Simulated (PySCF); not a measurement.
Species: C5H6FNO.
Structure used (GFN2-xTB), in Å, numbered top down from 1:
```xyz
14
C5H6FNO angstrom
O      1.644    1.597    1.819
C      2.031    0.765    1.043
N      1.237    0.004    0.256
C     -0.192    0.133    0.260
C     -1.024   -1.124    0.368
C     -1.691   -0.909   -0.763
C     -0.904    0.327   -1.117
F     -1.613    1.488   -1.259
H      3.100    0.529    0.893
H      1.644   -0.685   -0.356
H     -0.444    0.915    0.980
H     -1.038   -1.895    1.114
H     -2.503   -1.392   -1.271
H     -0.248    0.246   -1.989
```

The closed-shell ground state was solved at several levels (PySCF, density fitting, gas phase, non-relativistic).

```json
{"level": "CAM-B3LYP/def2-SVPD", "basis functions": "214", "HOMO (eV)": "-9.11", "LUMO (eV)": "0.40", "gap (eV)": "9.51", "dipole (D)": "5.01"}
{"level": "B3LYP/pcJ-1", "basis functions": "276", "HOMO (eV)": "-7.31", "LUMO (eV)": "-0.80", "gap (eV)": "6.51", "dipole (D)": "4.82"}
```

Question: What might PBE0/pcSseg-1 (166 basis functions) give for the same quantities?

Answer: HOMO -7.59 eV, LUMO -0.59 eV, gap 7.00 eV, dipole 4.82 D.

Question: Over all these levels, which gives the widest orbital gap and which the narrowest?

Answer: CAM-B3LYP/def2-SVPD (range-separated hybrid) has the widest, 9.51 eV, and B3LYP/pcJ-1 (global hybrid, 20 % exact exchange) the narrowest, 6.51 eV. Functional and basis both differ between the two, so the spread mixes both effects.

Question: How far do the dipole and the HOMO energy spread over the levels?

Answer: The dipole runs from 4.82 to 5.01 D (mean 4.88 D) and the HOMO from -9.11 to -7.31 eV.

One conformer stands for the species.
